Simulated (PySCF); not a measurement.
# SMILES CC=C=C=C=C(C)Br, C7H7Br

Molfile (atoms numbered from 1):
```
C7H7Br
     RDKit          3D

 15 14  0  0  0  0  0  0  0  0999 V2000
   -3.5402    0.5860   -0.2201 C   0  0  0  0  0  0  0  0  0  0  0  0
   -2.5980   -0.4083    0.3769 C   0  0  0  0  0  0  0  0  0  0  0  0
   -1.2963   -0.2930    0.3634 C   0  0  0  0  0  0  0  0  0  0  0  0
   -0.0347   -0.1578    0.3537 C   0  0  0  0  0  0  0  0  0  0  0  0
    1.2318   -0.0651    0.2985 C   0  0  0  0  0  0  0  0  0  0  0  0
    2.5255    0.0756    0.3222 C   0  0  0  0  0  0  0  0  0  0  0  0
    3.5075   -0.3991   -0.6900 C   0  0  0  0  0  0  0  0  0  0  0  0
    3.3374    1.0052    1.8344 Br  0  0  0  0  0  0  0  0  0  0  0  0
   -4.2134    0.9662    0.5483 H   0  0  0  0  0  0  0  0  0  0  0  0
   -4.1493    0.1045   -0.9854 H   0  0  0  0  0  0  0  0  0  0  0  0
   -3.0020    1.4189   -0.6649 H   0  0  0  0  0  0  0  0  0  0  0  0
   -3.0515   -1.2752    0.8438 H   0  0  0  0  0  0  0  0  0  0  0  0
    4.0640    0.4441   -1.1008 H   0  0  0  0  0  0  0  0  0  0  0  0
    4.2241   -1.0797   -0.2291 H   0  0  0  0  0  0  0  0  0  0  0  0
    2.9909   -0.9142   -1.4973 H   0  0  0  0  0  0  0  0  0  0  0  0
  1  2  1  0
  2  3  2  0
  3  4  2  0
  4  5  2  0
  5  6  2  0
  6  7  1  0
  6  8  1  0
  1  9  1  0
  1 10  1  0
  1 11  1  0
  2 12  1  0
  7 13  1  0
  7 14  1  0
  7 15  1  0
M  END
```

Computed with TDDFT BHandHLYP/def2-SVPD circular dichroism and optical rotation, one conformer, gas phase (PySCF). Geometry: GFN2-xTB.

The calculation is non-relativistic, which matters for the atoms heavier than Zn. No stereocentre is labelled: unless the shape is locked (an allene, a helicene, a hindered biaryl), the mirror image is equally populated and a measured rotation or CD is zero.

Question: Draw the ECD and absorption spectra from the lowest 16 states, each a Gaussian of half-width 0.35 eV at 1/e height.

Answer: 
| E (eV) | λ (nm) | Δε (L mol⁻¹ cm⁻¹) | ε (L mol⁻¹ cm⁻¹) |
| --- | --- | --- | --- |
| 2.90 | 427 | 0.00 | 0 |
| 3.00 | 413 | 0.00 | 0 |
| 3.10 | 400 | -0.01 | 0 |
| 3.20 | 387 | -0.01 | 0 |
| 3.30 | 376 | -0.01 | 0 |
| 3.40 | 365 | -0.01 | 0 |
| 3.50 | 354 | -0.01 | 0.0522 |
| 3.60 | 344 | +0.01 | 0.222 |
| 3.70 | 335 | +0.03 | 0.945 |
| 3.80 | 326 | +0.06 | 3.77 |
| 3.90 | 318 | +0.10 | 13.4 |
| 4.00 | 310 | +0.16 | 41.4 |
| 4.10 | 302 | +0.25 | 109 |
| 4.20 | 295 | +0.41 | 247 |
| 4.30 | 288 | +0.66 | 473 |
| 4.40 | 282 | +0.98 | 772 |
| 4.50 | 275 | +1.31 | 1070 |
| 4.60 | 270 | +1.53 | 1270 |
| 4.70 | 264 | +1.52 | 1300 |
| 4.80 | 258 | +1.33 | 1270 |
| 4.90 | 253 | +1.10 | 1550 |
| 5.00 | 248 | +1.13 | 3010 |
| 5.10 | 243 | +1.81 | 7270 |
| 5.20 | 238 | +3.60 | 16700 |
| 5.30 | 234 | +6.85 | 33400 |
| 5.40 | 230 | +11.36 | 57300 |
| 5.50 | 225 | +16.18 | 84000 |
| 5.60 | 221 | +19.71 | 106000 |
| 5.70 | 217 | +20.51 | 113000 |
| 5.80 | 214 | +18.21 | 104000 |
| 5.90 | 210 | +13.72 | 82400 |
| 6.00 | 207 | +8.62 | 56000 |
| 6.10 | 203 | +4.32 | 32800 |
| 6.20 | 200 | +1.55 | 16900 |
| 6.30 | 197 | +0.44 | 8010 |
| 6.40 | 194 | +0.69 | 4090 |
| 6.50 | 191 | +1.70 | 2890 |
| 6.60 | 188 | +2.74 | 3040 |
| 6.70 | 185 | +3.17 | 3930 |
| 6.80 | 182 | +2.62 | 5410 |
| 6.90 | 180 | +0.80 | 7560 |
| 7.00 | 177 | -2.55 | 10400 |
| 7.10 | 175 | -7.48 | 13400 |
| 7.20 | 172 | -13.25 | 16000 |

Δε uses R in velocity form, ε uses f in length form. Only the states computed contribute, so the short-wavelength end is incomplete.

The sign of the CD band at 179 nm isn't settled: the length form gives the opposite one.
